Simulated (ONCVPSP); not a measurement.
**Before and after: ONCV potential for molybdenum**

ONCVPSP 4.0.1 input, shortened (lines: element, Z, core and valence counts, functional; n l f; lmax; l rc ep ncon nbas qcut; lloc lpopt rc5 dvloc0; l nproj debl; icmod fcfact rcfact), LDA (Perdew-Zunger), scalar-relativistic:

```
  Mo 42.00    6    5        3      upf
    1    0    2.00
    2    0    2.00
    2    1    6.00
    3    0    2.00
    3    1    6.00
    3    2   10.00
    4    0    2.00
    4    1    6.00
    4    2    5.00
    5    0    0.50
    5    1    0.50
    2
    0    1.55    0.00    4    7    7.20
    1    2.25    0.00    3    7    5.80
    2    2.15    0.00    3    7    6.00
    4    5    1.00    0.00
    0    2    2.80
    1    2    3.30
    2    2    1.80
    1    0.55    0.00
```

All-electron outer shells of the reference configuration (LDA (Perdew-Zunger), scalar-relativistic, ld1.x):

```csv
shell,level (eV),outermost node (bohr),outermost maximum (bohr)
3p,-379.59,0.17,0.38
3d,-222.00,–,0.32
4s,-65.12,0.51,0.99
4p,-39.29,0.52,1.06
5s,-4.81,1.34,2.89
4d,-4.59,0.53,1.38
5p,-1.57,1.54,4.00
```

Change: s: qcut 4.6; p: qcut 3.7; d: qcut 3.8.

Cutoffs: the cutoffs (Ha) at which the residual kinetic energy of the hardest occupied pseudo-wave falls to 1 and 0.1 mHa per electron; they do not see the model core or the augmentation charge, which bear on the density cutoff. Errors are all-electron minus pseudo energies relative to the spin-unpolarised reference configuration.

**Question.** How do hardness, ghosts and transferability respond?

**Answer.** The potential gets harder (21 Ha and 24 Ha → 45 Ha and 77 Ha); of the 3 tests that both files solve, the error grows in 2 and shrinks in 0 by more than 15 % and 0.3 meV (median size 1.8 → 13.4 meV); neither file shows a bound ghost.

| quantity | base | changed |
| --- | --- | --- |
| cutoff, loose | 21 Ha | 45 Ha |
| cutoff, tight | 24 Ha | 77 Ha |
| loose cutoff by channel | s 21 Ha, p 12 Ha, d 14 Ha | s 45 Ha, p 29 Ha, d 41 Ha |
| bound ghosts | none | none |
| GHOST(+) flags under 300 eV | s at 120.6 eV | s at 99.3 eV, p at 153.7 eV |
| tests with a reliable result | 3 of 4 | 3 of 4 |
| error for 4s2 4p6 4d5 5s1 5p0, meV [ΔE -1.60 eV] | +0.2 | +0.2 |
| error for 4s2 4p6 4d5 5s0 5p0, meV [ΔE 5.59 eV] | -1.8 | -13 |
| error for 4s1 4p6 4d5 5s1 5p0, meV [ΔE 68.71 eV] | -144 | -517 |
| s: phases at 1.57 bohr within 0.05 rad from the reference energy up to (Ha; the scan ends near 5) | 3.1 | 2.2 |
| p: phases at 2.28 bohr within 0.05 rad from the reference energy up to (Ha; the scan ends near 5) | to the end of the scan | 4.2 |
| d: phases at 2.18 bohr within 0.05 rad from the reference energy up to (Ha; the scan ends near 5) | to the end of the scan | to the end of the scan |
| rms error of d²Exc/dni dnj with the model core, mHa | 0.28 | 1.13 |
